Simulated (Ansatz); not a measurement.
Species: sum formula Si2H4F2, charge 0, multiplicity 1. 
Structure (B3LYP-D3(BJ)/def2-TZVP (Ansatz, a quantum-chemistry and plane-wave program) minimum search):
SMILES: [SiH2](F)[SiH2]F
```xyz
8

F     -1.7497    -1.3887    -0.3927
Si    -1.1767     0.0620     0.0216
Si     1.1767    -0.0620    -0.0216
F      1.7497     1.3887     0.3927
H     -1.6864     0.3874     1.3731
H     -1.6940     1.0534    -0.9488
H      1.6940    -1.0534     0.9488
H      1.6864    -0.3874    -1.3731
```
Charge 0, spin multiplicity 1.

Quantity: vertical ionisation energy (to the doublet state of charge +1; each state is the SCF solution reached for its spin), in eV. Valence correlation only, unless marked. Open shells are spin-unrestricted. Spin-orbit coupling is left out. No relativistic terms. Basis-set limits of correlation are two-point, X^-3; Hartree-Fock from the larger set. The bracket is a focal-point correction in the basis named.

| level | program | vertical ionisation energy (eV) | minus last row |
|---|---|---|---|
| HF/aug-cc-pV(D+d)Z | Ansatz | 10.39 | -0.61 |
| HF/aug-cc-pV(T+d)Z | Ansatz | 10.31 | -0.69 |
| HF/aug-cc-pV(Q+d)Z | Ansatz | 10.30 | -0.70 |
| PBE/def2-TZVPD | Ansatz | 10.32 | -0.68 |
| r2SCAN/def2-TZVPD | Ansatz | 10.50 | -0.50 |
| B3LYP/def2-TZVPD | Ansatz | 10.67 | -0.33 |
| BHLYP/def2-TZVPD | Ansatz | 10.85 | -0.15 |
| wB97M-V/def2-TZVPD | Ansatz | 10.78 | -0.22 |
| wB97X-V/def2-TZVPD | Ansatz | 10.81 | -0.19 |
| B2PLYP/def2-TZVPD | Ansatz | 10.71 | -0.29 |
| MP2/aug-cc-pV(D+d)Z | Ansatz | 10.78 | -0.22 |
| MP2/aug-cc-pV(T+d)Z | Ansatz | 10.88 | -0.12 |
| RI-MP2/aug-cc-pV(T+d)Z | Ansatz | 10.88 | -0.12 |
| RI-MP2/aug-cc-pV(Q+d)Z | Ansatz | 10.94 | -0.06 |
| RI-MP2/CBS(aug-cc-pV(T+d)Z,aug-cc-pV(Q+d)Z) | Ansatz | 10.99 | -0.01 |
| SCS-MP2/aug-cc-pV(D+d)Z | Ansatz | 10.81 | -0.19 |
| SCS-MP2/aug-cc-pV(T+d)Z | Ansatz | 10.93 | -0.07 |
| CCSD/aug-cc-pV(D+d)Z | Ansatz | 10.82 | -0.18 |
| CCSD(T)/aug-cc-pV(D+d)Z | Ansatz | 10.79 | -0.21 |
| CCSD(T)/aug-cc-pV(T+d)Z | Ansatz | 10.89 | -0.11 |
| RI-MP2/CBS(aug-cc-pV(T+d)Z,aug-cc-pV(Q+d)Z)+[CCSD(T)-MP2]/aug-cc-pV(T+d)Z | Ansatz | 11.00 | 0.00 |
